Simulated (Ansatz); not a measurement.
CH₆OSSi₂ (`[SiH3]OC1[SiH2]S1`), relaxed with RKS PBE0-D4/def2-TZVP in Ansatz 0.2.0 from a PBE-D4/def2-SVP geometry. The force threshold is 0.005 eV/Å; the program also tests the step.

Total charge 0; spin multiplicity 1.

Start:

```xyz
11

Si    0.034   -0.963    1.642
O     0.801    0.305    0.821
C     0.811    0.353   -0.573
Si   -0.712    0.911   -1.550
S     1.048    2.072   -1.287
H     0.100   -0.606    3.093
H     0.732   -2.274    1.392
H    -1.393   -1.080    1.168
H     1.527   -0.362   -1.030
H    -1.017    0.366   -2.913
H    -1.931    1.279   -0.764
```

```json
{"step": "1", "energy (eV)": "-29761.0823", "largest force (eV/Å)": "0.800", "largest move (Å)": "0.000"}
{"step": "2", "energy (eV)": "-29761.1400", "largest force (eV/Å)": "0.533", "largest move (Å)": "0.033"}
{"step": "3", "energy (eV)": "-29761.1521", "largest force (eV/Å)": "0.104", "largest move (Å)": "0.025"}
{"step": "4", "energy (eV)": "-29761.1527", "largest force (eV/Å)": "0.059", "largest move (Å)": "0.006"}
{"step": "5", "energy (eV)": "-29761.1529", "largest force (eV/Å)": "0.018", "largest move (Å)": "0.005"}
{"step": "6", "energy (eV)": "-29761.1530", "largest force (eV/Å)": "0.008", "largest move (Å)": "0.015"}
{"step": "7", "energy (eV)": "-29761.1531", "largest force (eV/Å)": "0.015", "largest move (Å)": "0.026"}
{"step": "8", "energy (eV)": "-29761.1532", "largest force (eV/Å)": "0.016", "largest move (Å)": "0.017"}
{"step": "9", "energy (eV)": "-29761.1532", "largest force (eV/Å)": "0.005", "largest move (Å)": "0.003"}
{"step": "10", "energy (eV)": "-29761.1532", "largest force (eV/Å)": "0.010", "largest move (Å)": "0.006"}
{"step": "11", "energy (eV)": "-29761.1532", "largest force (eV/Å)": "0.003", "largest move (Å)": "0.003"}
```

End:

```xyz
11

Si    0.032   -0.938    1.619
O     0.795    0.295    0.827
C     0.803    0.352   -0.561
Si   -0.697    0.884   -1.535
S     1.011    2.054   -1.258
H     0.142   -0.629    3.061
H     0.676   -2.244    1.315
H    -1.392   -1.007    1.190
H     1.525   -0.333   -1.005
H    -0.981    0.329   -2.878
H    -1.914    1.237   -0.774
```

Run time 54 s (4 threads of an Arm Neoverse V1 on a shared host); peak host memory 0.62 GiB.
